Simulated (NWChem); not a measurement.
System meant: C3H5NO; SMILES C1=NCCO1

The following NWChem deck was run.

```
start job
memory heap 200 mb stack 900 mb global 1100 mb
geometry units angstroms noautoz
  C      1.150779     0.065971     0.000000
  N      0.518346     1.160506     0.000000
  C     -0.895481     0.803783     0.000000
  C     -0.914850    -0.740452     0.000000
  O      0.473336    -1.096141     0.000000
  H      2.239972    -0.040224     0.000000
  H     -1.391602     1.236133     0.884193
  H     -1.391602     1.236133    -0.884193
  H     -1.387035    -1.177862    -0.892932
  H     -1.387035    -1.177862     0.892932
end
basis spherical
  C library def2-svp
  N library def2-svp
  O library def2-svp
  H library def2-svp
end
dft
  xc xpbe96 cpbe96
  iterations 4
  mulliken
end
task dft energy
```

End of the output:

```
    Atom       Charge   Shell Charges
 -----------   ------   -------------------------------------------------------
    1 C    6     5.96   1.96  0.61  0.29  1.85  1.04  0.21
    2 N    7     7.14   1.97  0.80  0.49  2.21  1.60  0.06
    3 C    6     6.00   1.96  0.60  0.30  1.90  1.14  0.11
    4 C    6     5.94   1.96  0.60  0.30  1.86  1.08  0.13
    5 O    8     8.07   1.97  0.92  0.58  2.71  1.86  0.03
    6 H    1     0.98   0.64  0.27  0.07
    7 H    1     0.97   0.64  0.26  0.06
    8 H    1     0.97   0.64  0.26  0.06
    9 H    1     0.98   0.65  0.26  0.07
   10 H    1     0.98   0.65  0.26  0.07

 center of mass
 --------------
 x =   0.08777957 y =   0.00662025 z =   0.00000000

 moments of inertia (a.u.)
 ------------------
         219.771215161205          -0.000000000000           0.000000000000
          -0.000000000000         209.705519856744           0.000000000000
           0.000000000000           0.000000000000         406.743604301688

     Multipole analysis of the density
     ---------------------------------

     L   x y z        total         alpha         beta         nuclear
     -   - - -        -----         -----         ----         -------
     0   0 0 0      0.000000    -19.000000    -19.000000     38.000000

     1   1 0 0     -0.484020     -0.242010     -0.242010     -0.000000
     1   0 1 0     -0.460530     -0.230265     -0.230265     -0.000000
     1   0 0 1      0.000000      0.000000      0.000000      0.000000

     2   2 0 0    -19.262463    -70.650019    -70.650019    122.037575
     2   1 1 0     -0.135221     -0.392916     -0.392916      0.650610
     2   1 0 1      0.000000      0.000000      0.000000      0.000000
     2   0 2 0    -25.785120    -70.170172    -70.170172    114.555224
     2   0 1 1      0.000000      0.000000      0.000000      0.000000
     2   0 0 2    -21.540940    -16.409626    -16.409626     11.278313

 ------------------------------------------------------------------------
 dft energy failed                                                                                  0
 ------------------------------------------------------------------------
 ------------------------------------------------------------------------
  current input line :
    26: task dft energy
 ------------------------------------------------------------------------
 ------------------------------------------------------------------------
 This type of error is most commonly associated with calculations not reaching convergence criteria
 ------------------------------------------------------------------------
 For more information see the NWChem manual at https://nwchemgit.github.io

0:dft energy failed:Received an Error in Communication
```

Task: Find the fault in this run and fix the input.

Result: Convergence was not reached. Cause: the SCF was allowed too few iterations. This input runs:
```
start job
memory heap 200 mb stack 900 mb global 1100 mb
geometry units angstroms noautoz
  C      1.150779     0.065971     0.000000
  N      0.518346     1.160506     0.000000
  C     -0.895481     0.803783     0.000000
  C     -0.914850    -0.740452     0.000000
  O      0.473336    -1.096141     0.000000
  H      2.239972    -0.040224     0.000000
  H     -1.391602     1.236133     0.884193
  H     -1.391602     1.236133    -0.884193
  H     -1.387035    -1.177862    -0.892932
  H     -1.387035    -1.177862     0.892932
end
basis spherical
  C library def2-svp
  N library def2-svp
  O library def2-svp
  H library def2-svp
end
dft
  xc xpbe96 cpbe96
  iterations 150
  mulliken
end
task dft energy
```
It converges to -246.80162 Ha (PBE/def2-SVP).
